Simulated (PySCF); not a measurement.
These are B3LYP-D3(BJ)/def2-TZVP // PBE0-D4/def2-TZVP run with PySCF values and carry that method's errors. Isolated molecules, 0 K electronic values unless said otherwise. B3LYP has the VWN-RPA correlation part, as in Gaussian. Excitations are Tamm–Dancoff values on a coarser integration grid. The basis has no diffuse functions, so Rydberg states are missing or too high.

Reference species (SMILES): `[F][In]([F])[F]` (neutral, multiplicity 1).

| Property | Value |
|---|---|
| S1 oscillator strength | 0.000 |
| HOMO–LUMO gap | 7.05 eV |
| LUMO | -3.83 eV |
| S1 excitation (TDA) | 5.85 eV |

Changed species: `[F][In]([Cl])[Cl]` (2 of 3 F replaced by Cl; the reference has 0 of 3 F replaced by Cl).

Q: What does the change do to the S1 oscillator strength, HOMO–LUMO gap, LUMO and S1 excitation (TDA)?

A: the S1 oscillator strength rises by 0.014, to 0.014; the HOMO–LUMO gap drops by 1.03 eV, to 6.02 eV; the LUMO increases by 0.49 eV, to -3.34 eV; the S1 excitation (TDA) drops by 0.91 eV, to 4.94 eV.
